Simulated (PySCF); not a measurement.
Molecule: 2-amino-1-fluorobenzene (SMILES Nc1ccccc1F).

Molfile (atoms numbered from 1):
```
C6H6FN
     RDKit          3D

 14 14  0  0  0  0  0  0  0  0999 V2000
   -2.4058   -0.0862    0.0948 N   0  0  0  0  0  0  0  0  0  0  0  0
   -1.0296   -0.0671    0.0831 C   0  0  0  0  0  0  0  0  0  0  0  0
   -0.2380   -1.1428    0.5109 C   0  0  0  0  0  0  0  0  0  0  0  0
    1.1522   -1.0890    0.4289 C   0  0  0  0  0  0  0  0  0  0  0  0
    1.7929    0.0376   -0.0819 C   0  0  0  0  0  0  0  0  0  0  0  0
    1.0248    1.1229   -0.5098 C   0  0  0  0  0  0  0  0  0  0  0  0
   -0.3527    1.0550   -0.4229 C   0  0  0  0  0  0  0  0  0  0  0  0
   -1.1051    2.0960   -0.8190 F   0  0  0  0  0  0  0  0  0  0  0  0
   -2.8576    0.8159    0.0250 H   0  0  0  0  0  0  0  0  0  0  0  0
   -2.8450   -0.7227    0.7453 H   0  0  0  0  0  0  0  0  0  0  0  0
   -0.7307   -2.0339    0.9085 H   0  0  0  0  0  0  0  0  0  0  0  0
    1.7394   -1.9444    0.7705 H   0  0  0  0  0  0  0  0  0  0  0  0
    2.8815    0.0792   -0.1464 H   0  0  0  0  0  0  0  0  0  0  0  0
    1.4796    2.0307   -0.9110 H   0  0  0  0  0  0  0  0  0  0  0  0
  1  2  1  0
  2  3  2  0
  3  4  1  0
  4  5  2  0
  5  6  1  0
  6  7  2  0
  7  8  1  0
  7  2  1  0
  1  9  1  0
  1 10  1  0
  3 11  1  0
  4 12  1  0
  5 13  1  0
  6 14  1  0
M  END
```

Spin–spin couplings on one PBE0-D3(BJ)/def2-SVP geometry, PySCF 2.14, gas phase, non-relativistic, equivalent pairs averaged (spin–dipole term only in couplings to heteroatoms); isotopes $^{13}$C, $^{19}$F; functional B3LYP.

Reference values (Hz): $^{1}J$(C7,F8) = 237.5 (measured; liquid or solution; F. J. Weigert, PhD thesis, Caltech 1968 (Carbon-13 magnetic resonance spectroscopy)); $^{2}J$(C2,F8) = 12.7 (measured; liquid or solution; F. J. Weigert, PhD thesis, Caltech 1968 (Carbon-13 magnetic resonance spectroscopy)); $^{3}J$(C3,F8) = 3.8 (measured; liquid or solution; F. J. Weigert, PhD thesis, Caltech 1968 (Carbon-13 magnetic resonance spectroscopy)); $^{3}J$(C5,F8) = 6.7 (measured; liquid or solution; F. J. Weigert, PhD thesis, Caltech 1968 (Carbon-13 magnetic resonance spectroscopy)); $^{2}J$(C6,F8) = 18.4 (measured; liquid or solution; F. J. Weigert, PhD thesis, Caltech 1968 (Carbon-13 magnetic resonance spectroscopy)).

Question: How do the couplings (Hz) change with the basis set? Times are CPU seconds on 1 thread of an Arm Neoverse V1, shared host. Far from the basis limit: pcJ-0, 6-31G*, def2-TZVP, cc-pVTZ.

Answer: 
```tsv
basis set	functions	$^{1}J$(C7,F8)	$^{2}J$(C2,F8)	$^{3}J$(C3,F8)	$^{3}J$(C5,F8)	$^{2}J$(C6,F8)	mean abs. error	core-s
pcJ-0	122	-363.5	-8.0	-1.2	-4.1	-7.0	29.5	25
6-31G*	124	-183.0	10.8	0.9	1.4	15.1	13.6	24
pcJ-1	276	-299.2	9.6	2.3	3.6	16.4	14.3	72
def2-TZVP	284	-330.7	9.7	2.2	4.4	16.2	20.5	110
cc-pVTZ	324	-298.8	0.9	2.4	3.8	9.0	17.3	120
```

Errors compare magnitudes, without vibrational corrections, and the largest couplings weigh most in the mean. Closest: 6-31G*; furthest: pcJ-0.

The Fermi-contact term samples the wavefunction at the nucleus, which is why sets with added tight s functions (names with J) are made for couplings. Agreement of an ordinary basis with the reference is then largely a cancellation of errors.
